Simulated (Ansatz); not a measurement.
`C[B](Cl)[GeH3]` + `[NH2][GeH2][F]` → `[F][GeH2][NH][GeH3]` + `CBCl` at 400 K and 1 bar (cleavage of the Ge–B bond).

Gas-phase electronic energies from Ansatz, PBE0-D4/def2-TZVP geometries. CCSD(T)/CBS adds triple-zeta CCSD(T) − MP2 to the extrapolated MP2 energy (def2 sets, frozen cores). For Ge outer-core shells are correlated without core-valence functions, which leaves a few kJ/mol of doubt a bond. Scalar relativity is left out up to krypton. One conformer a species, not always the lowest.

```tsv
species	CCSD(T)/CBS energy (Eh)	H − E (kJ/mol)	S (J/(mol·K))
`C[B](Cl)[GeH3]`	-2602.38061	202.5	406.1
`[NH2][GeH2][F]`	-2233.06137	139.7	319.2
`[F][GeH2][NH][GeH3]`	-4310.37685	186.0	404.5
`CBCl`	-525.07110	152.0	307.7
```

H − E and S are ideal-gas, rigid-rotor, harmonic terms from PBE0-D4/def2-TZVP, for one conformer and one mirror image of each species. 1 Eh = 2625.50 kJ/mol, R = 8.31446 J/(mol·K).

Question: By hand: ΔE, ΔH, ΔS and ΔG.

Answer: ΔE = (-4310.37685) + (-525.07110) − (-2602.38061) − (-2233.06137) = -0.00597 Eh = -15.7 kJ/mol. Δ(H − E) = 186.0 + 152.0 − 202.5 − 139.7 = -4.2, so ΔH = -19.9 kJ/mol. ΔS = 404.5 + 307.7 − 406.1 − 319.2 = -13.1 J/(mol·K). ΔG = -19.9 − 400 × (-13.1)/1000 = -14.7 kJ/mol.

Question: By hand: the equilibrium constant, and the temperature at which ΔG would vanish if ΔH and ΔS stayed fixed.

Answer: log₁₀ K = −ΔG/(RT ln 10) = 1.9. ΔG = 0 at ΔH/ΔS = 1519 K, though so small a ΔS makes that figure unsure.

The number of gas molecules stays the same, so ΔS is small and ΔH decides. A doubt of 5 kJ/mol in ΔE shifts log₁₀ K by 0.7 here. Other conformers and mirror images would add mixing entropy, several J/(mol·K) or more a flexible species. Modes under 60 cm⁻¹, often nearly free rotors, make the harmonic entropy too high. These are equilibria of isolated gas molecules and say nothing of rates. Largest T1 diagnostic: 0.012 (customary marks: 0.02 for closed shells, 0.045 for open ones).
